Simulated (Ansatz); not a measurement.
```yaml
crystal:
  periodic: [true, true, true]
  atoms:
    - {symbol: C, position_ang: [-0.905386, 1.235147, -4.054262]}
    - {symbol: O, position_ang: [-0.773420, 0.709576, -2.777470]}
    - {symbol: Zr, position_ang: [-0.600850, -0.425357, -1.233396]}
    - {symbol: O, position_ang: [-2.207271, -1.480544, -0.943267]}
    - {symbol: N, position_ang: [-0.291243, 0.886990, 0.307277]}
    - {symbol: C, position_ang: [-0.003988, 0.662301, 1.716357]}
    - {symbol: C, position_ang: [0.021771, -0.842592, 1.963570]}
    - {symbol: C, position_ang: [-1.091427, 1.299964, 2.580411]}
    - {symbol: C, position_ang: [1.355620, 1.259421, 2.078148]}
    - {symbol: O, position_ang: [0.903893, -1.625869, -1.385663]}
    - {symbol: C, position_ang: [1.953678, -2.527025, -1.369696]}
    - {symbol: H, position_ang: [-1.875327, 0.968348, -4.489391]}
    - {symbol: H, position_ang: [-0.116835, 0.861112, -4.717324]}
    - {symbol: H, position_ang: [-0.834759, 2.328241, -4.025054]}
    - {symbol: H, position_ang: [-3.042212, -1.804387, -0.622822]}
    - {symbol: H, position_ang: [-0.324466, 1.880274, 0.103795]}
    - {symbol: H, position_ang: [0.220930, -1.063725, 3.014178]}
    - {symbol: H, position_ang: [-0.940806, -1.295416, 1.704466]}
    - {symbol: H, position_ang: [0.804728, -1.321002, 1.367301]}
    - {symbol: H, position_ang: [-1.136575, 2.378600, 2.404461]}
    - {symbol: H, position_ang: [-0.900772, 1.140818, 3.645704]}
    - {symbol: H, position_ang: [-2.067293, 0.876259, 2.333074]}
    - {symbol: H, position_ang: [1.362123, 2.337329, 1.892365]}
    - {symbol: H, position_ang: [1.595400, 1.098652, 3.133275]}
    - {symbol: H, position_ang: [2.140756, 0.806907, 1.468421]}
    - {symbol: H, position_ang: [1.588852, -3.555290, -1.479576]}
    - {symbol: H, position_ang: [2.510892, -2.463944, -0.426279]}
    - {symbol: H, position_ang: [2.653976, -2.324778, -2.188600]}
basis:
  gaussian: {orbitals: def2-mTZVPP}
hamiltonian: {xc: {name: B97}}
output: {forces: true}
```

```sh
$ ansatz run in.yaml --threads 10 --pin off --events-out ev --progress --plain --max-ram 110592MiB --backend cuda --devices 0, --max-vram 75GiB
```

Output, abridged:

```
Error: YAML parse error: error: line 2 column 3: crystal: missing field `lattice` (a structure is typed as `lattice` and `atoms`, a molecule's as `atoms` in Å alone, or read from a run's directory, `checkpoint`)
 --> <input>:2:3
1 | crystal:
2 |   periodic: [true, true, true]
3 |   atoms:
4 |     - {symbol: C, position_ang: [-0.905386, 1.235147, -4.054262]}
```

(1) Something in this input is off. What?

Answers

(1) The molecule is marked periodic without a cell. The input was rejected before any iteration.
